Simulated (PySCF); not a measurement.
## Li (lithium, neutral) across methods

[He] 3d1, 2D determinant (an excited configuration). Computed with PySCF 2.14 in aug-cc-pCVQZ (9s8p6d4f2g, 109 functions), with no relativity, point nucleus.

```csv
method,E (hartree),mean ε 1s α (eV),mean ε 1s β (eV),mean ε 3d α (eV),Σ⟨r²⟩ (bohr²),⟨S²⟩
LDA,-7.2029,-55.783,-55.782,-0.576,66.71,0.750
UHF,-7.28307,-72.114,-72.114,-1.270,65.87,0.750
LC-wPBE,-7.3181,-62.425,-62.425,-1.461,65.52,0.750
PBE,-7.3232,-56.561,-56.560,-0.728,65.87,0.750
r2SCAN,-7.3404,-58.099,-58.101,-0.595,66.60,0.750
wB97X,-7.3380,-62.840,-62.839,-1.422,65.33,0.750
PBE0,-7.3250,-60.631,-60.630,-0.905,65.91,0.750
```

(1) Estimate the same row for wB97X-V.

The outer electron is Rydberg-like, and this basis confines it to a smaller radius and binds it less than a complete one would.

Answers

(1) E (hartree) = -7.3265; mean ε 1s α (eV) = -62.996; mean ε 1s β (eV) = -62.996; mean ε 3d α (eV) = -1.352; Σ⟨r²⟩ (bohr²) = 65.06; ⟨S²⟩ = 0.750.
